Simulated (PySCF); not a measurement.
## Fractional electron number in Tc⁺ (technetium, charge +1)

The 5s alpha orbital of [Kr] 4d5 5s1 is emptied in steps (occupation f), with all orbitals relaxed, ending at [Kr] 4d5. Computed with PySCF 2.14 in x2c-TZVPall (8s6p6d1f, 63 functions), with the spin-free X2C one-electron Hamiltonian (Gaussian nucleus). The exact energy is a straight line in f; departures are measured from the line between the end points of the same method.

```tsv
f	PBE0 (eV)	r2SCAN (eV)	LC-wPBE (eV)
1	0.000	0.000	0.000
0.9	-0.223	-0.273	-0.007
0.7	-0.521	-0.634	-0.016
0.5	-0.622	-0.755	-0.020
0.3	-0.525	-0.635	-0.018
0.1	-0.225	-0.272	-0.009
0	0.000	0.000	0.000
```

| method | E(f=0) − E(f=1) (eV) | −ε at f=1 (eV) | −ε at f=0.5 (eV) |
| --- | --- | --- | --- |
| PBE0 | 15.300 | 12.827 | 15.290 |
| r2SCAN | 15.483 | 12.440 | 15.477 |
| LC-wPBE | 14.954 | 14.878 | 14.947 |

Orbital energy along the path (eV):

| f | PBE0 | r2SCAN | LC-wPBE |
| --- | --- | --- | --- |
| 1 | -12.827 | -12.440 | -14.878 |
| 0.9 | -13.316 | -13.063 | -14.894 |
| 0.7 | -14.299 | -14.283 | -14.922 |
| 0.5 | -15.290 | -15.477 | -14.947 |
| 0.3 | -16.290 | -16.688 | -14.978 |
| 0.1 | -17.301 | -17.905 | -15.025 |
| 0 | -17.805 | -18.502 | -15.055 |

Reference removal energy between the ground levels: 15.26 eV (semi-empirical (NIST evaluation); NIST Atomic Spectra Database, ionization energies).
